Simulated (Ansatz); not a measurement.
Z-matrix (Å, degrees):
```
C
Si 1 1.842
H 1 1.093 2 110.0
H 1 1.092 2 110.8 3 119.5
H 1 1.091 2 109.7 3 -119.7
Cl 2 2.041 1 110.3 3 -61.9
C 2 1.796 1 127.2 3 138.0
O 2 1.644 1 119.2 3 76.3
H 7 1.088 2 123.2 1 -2.3
H 7 1.088 2 121.5 1 161.1
```

The species carries charge 0 and has multiplicity 1.

Problem. List the r2SCAN/def2-TZVPP orbital energies in eV (Ansatz). (Estimate.)

Solution. Computed: Occupied: -2753.51, -1792.21, -515.73, -274.14, -273.33, -254.91, -193.44, -193.32, -193.31, -142.54, -97.44, -97.42, -97.34, -26.60, -21.68, -18.84, -16.83, -12.96, -11.76, -11.28, -11.01, -10.79, -9.91, -9.39, -8.81, -8.28, -7.07, -6.55. Lowest empty: -0.25, 0.17, 1.32, 1.57, 2.10, 2.49, 2.64, 2.96.
